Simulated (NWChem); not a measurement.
System: C4H4ClF; SMILES C=C=C[C@@H](Cl)F

NWChem input:

```
start job
memory heap 200 mb stack 900 mb global 1100 mb
geometry units angstroms noautosym nocenter noautoz
  C      0.356691    -3.055171     0.267404
  C      0.026191    -1.872429    -0.174646
  C     -0.301688    -0.680012    -0.605408
  C     -0.417553     0.492788     0.313013
  F     -1.632051     1.100970     0.155061
  Cl     0.865656     1.738355    -0.067637
  H     -0.395198    -3.768445     0.599359
  H      1.396589    -3.372385     0.316170
  H     -0.502622    -0.486854    -1.657798
  H     -0.277326     0.230442     1.362017
end
basis spherical
  C library 6-31g*
  F library 6-31g*
  Cl library 6-31g*
  H library 6-31g*
end
dft
  xc m06-2x
  iterations 150
end
cosmo
  do_cosmo_smd true
  solvent propnol2
end
task dft energy
```

Coordinates come from a B3LYP/6-31G* (spherical d) optimisation. Solvent: 2-propanol.

Level: M06-2X/6-31G* with SMD (1 M gas to 1 M solution), gas-phase geometry.

### Question
Predict the main results of this run. (M06-2X/6-31G* (spherical d), SMD on the gas-phase geometry.) Quantities: solvation free energy (kcal/mol); cavity-dispersion-structure term (kcal/mol); dipole in solution (D).

### Answer
```
Item                                         Result
-------------------------------------------  ------
solvation free energy (kcal/mol)               -5.4
cavity-dispersion-structure term (kcal/mol)    -0.3
dipole in solution (D)                         3.68
```
